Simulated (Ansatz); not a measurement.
The lowest singlet and triplet of C6H6 (SMILES C=C1C=CC=C1); geometries from B3LYP-D3(BJ)/def2-TZVP, each state relaxed from the structure named, with no frequency check.
Singlet (charge 0, multiplicity 1):
```xyz
12

C      2.06255    -0.05135     0.36748
C      0.74631    -0.01858     0.13297
C     -0.15599    -1.17185    -0.00228
C     -1.39835    -0.70131    -0.23317
C     -1.35733     0.76991    -0.25781
C     -0.09048     1.17798    -0.04164
H      2.64363     0.85846     0.45095
H      2.59213    -0.98880     0.48190
H      0.15453    -2.20216     0.07524
H     -2.29135    -1.29101    -0.37899
H     -2.21624     1.40322    -0.42412
H      0.27701     2.19142     0.00165
```
Triplet (charge 0, multiplicity 3):
| atom | x (Å) | y (Å) | z (Å) |
|---|---|---|---|
| C | 2.1299 | -0.0528 | 0.3795 |
| C | 0.7632 | -0.0189 | 0.1360 |
| C | -0.1234 | -1.1301 | 0.0026 |
| C | -1.4733 | -0.6428 | -0.2478 |
| C | -1.4356 | 0.7150 | -0.2705 |
| C | -0.0604 | 1.1346 | -0.0354 |
| H | 2.7047 | 0.8585 | 0.4618 |
| H | 2.6533 | -0.9914 | 0.4928 |
| H | 0.1644 | -2.1688 | 0.0763 |
| H | -2.3416 | -1.2674 | -0.3884 |
| H | -2.2680 | 1.3817 | -0.4329 |
| H | 0.2846 | 2.1576 | 0.0037 |

A positive gap puts the triplet lower; no zero-point energy. R- takes a restricted singlet. The triplet is unrestricted in single-reference levels.

Correlated levels freeze the cores.

Run with Ansatz (Gaussian basis) for Hartree–Fock, density functionals and correlated methods. Values without a source in brackets are computed.

**Question.** One of these levels gives -200.2 kJ/mol for the gap E(singlet) − E(triplet), adiabatic. Which one is it?
(A) R-MP2/cc-pVDZ
(B) R-B2PLYP/def2-TZVPP
(C) R-PBE0/def2-TZVPP

**Answer.** A, R-MP2/cc-pVDZ. The others give -139.0 (R-PBE0/def2-TZVPP), -162.1 (R-B2PLYP/def2-TZVPP)

Doubts at one or more of the structures used: a restricted determinant that unrestricted orbitals would lower (R-MP2/cc-pVDZ); a spin-contaminated determinant (R-MP2/cc-pVDZ).

Ansatz is a program for electronic structure.
